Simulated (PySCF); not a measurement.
## Name the molecule from its bond curve

A diatomic of charge 0 contains Gd. Its octet curve at PBE0 in a triple-zeta basis (spin-free X2C with a Gaussian nucleus, PySCF), in eV from the separated fragments:

| R (Å) | E (eV) |
| --- | --- |
| 2.072 | -3.863 |
| 2.168 | -4.509 |
| 2.264 | -4.858 |
| 2.337 | -4.980 |
| 2.409 | -5.012 |
| 2.481 | -4.978 |
| 2.578 | -4.857 |
| 2.698 | -4.628 |
| 2.843 | -4.290 |
| 3.035 | -3.803 |

The fit gives ωe = 351 cm⁻¹ and the rotational constant Bₑ = 0.1018 cm⁻¹.

Task: Which atom is the partner?

Result: The minimum lies at 2.405 Å, so the reduced mass is 16.8576 u Å² cm⁻¹/(Bₑ·Re²) = 28.63 u. With Gd at 157.92 u the partner weighs about 35.0 u: Cl. The molecule is GdCl.

Spin–orbit coupling is left out. The state is the lowest single determinant that the PBE0 search found; with open d or f shells the true ground state can be another one.
